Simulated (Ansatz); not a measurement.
A structure relaxed at PBE-D4/def2-SVPD in Ansatz, charge -1, singlet:

```xyz
9

Na   -1.804    1.882    0.126
Na    2.026   -0.655    1.201
Na    0.494    0.382   -1.662
Na   -0.206    0.858    3.026
H     1.672   -0.417    3.214
H    -1.245    1.425   -2.030
H    -1.406   -1.741   -1.354
H    -1.634   -1.055   -1.638
H     2.103   -0.679   -0.883
```

Question: Give its formula.

Answer: Na4H5⁻.

Question: Summarise the bond lengths by kind (pairs closer than 1.2 times the sum of covalent radii, bridged metal pairs left out).

Answer: 1 × Na–Na 3.47 Å; 6 × H–Na 2.06 to 2.28 Å.

The restricted singlet is unstable towards broken spin symmetry in Hartree–Fock (as tested in another run); at PBE-D4/def2-SVPD this wasn't settled. The highest occupied level of the charge -1 singlet lies above zero (up to 0.73 eV). The electron is either unbound and held by the finite basis, or the level is raised by self-interaction error. In the singlet, H7 and H8 lie 0.78 Å apart (atoms count from 1), so H2 has formed as a molecule. Another isomer (singlet) lies 0.77 eV lower at PBE0-D4/def2-TZVPD; other spin states weren't run for this one.
